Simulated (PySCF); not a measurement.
GaGe: one state, many levels of theory

State: ⁴Σ⁻ (quartet), unpaired electrons σ ↑, π ↑↑. Set-up: PySCF, no relativity, basis sets Ga pcseg-1, Ge pcseg-1. De refers to Ga + Ge in their high-spin ground configurations, without counterpoise correction. The functionals are run spin-unrestricted. A positive dipole means Ga(−)Ge(+).

```
      Level  Re (Å)  ωe (cm⁻¹)  De (eV)  μ (D)
        UHF   2.547        204     1.53  -2.14
    UHF-MP2   2.498        224     2.21    n/a
UHF-SCS-MP2   2.504        221     1.99    n/a
   UHF-CCSD   2.527        215     2.05    n/a
UHF-CCSD(T)   2.523        217     2.15    n/a
        PBE   2.502        213     2.56  -1.07
     PBEsol   2.470        222     2.77  -1.02
       BLYP   2.538        200     2.28  -1.03
     r²SCAN   2.463        224     2.58  -1.22
      B3LYP   2.507        211     2.23  -1.22
       PBE0   2.478        223     2.43  -1.31
```

(1) Which functional lies closest to UHF-CCSD(T) in De, which farthest, and by how much do they differ from it?

(2) What does a quarter of exact exchange do here, going from PBE to PBE0?

(3) What does the step from GGA to meta-GGA do here, going from PBE to r²SCAN?

Correlated steps freeze 18 core orbitals. Correlated levels converge slowly with the basis: in double zeta they bind strong bonds too weakly, by up to about 1 eV, and carry superposition errors of some tenths. Spin–orbit coupling is left out. The state was picked by a PBE0 search and need not be the measured ground state.

The whole job (state search and all levels along the bond) took about 3.1 min on 1 thread of Arm Neoverse V1 (shared host), peak memory 0.63 GiB.

Results:

(1) Closest is B3LYP (-1.6 pm in Re, -2.8 % in ωe, +0.08 eV in De against UHF-CCSD(T) in the same basis), farthest PBEsol (-5.3 pm in Re, +2.3 % in ωe, +0.62 eV in De). CCSD(T) converges more slowly with the basis than the functionals do and binds too weakly in this one, so the order can change at the basis-set limit.

(2) PBE0 less PBE: -2.4 pm in Re, +4.7 % in ωe, -0.13 eV in De. Exact exchange removes part of the self-interaction that spreads semilocal densities, and in most molecules shortens and stiffens the bond and lowers De; so it does here.

(3) r²SCAN less PBE: -3.9 pm in Re, +5.2 % in ωe, +0.02 eV in De.
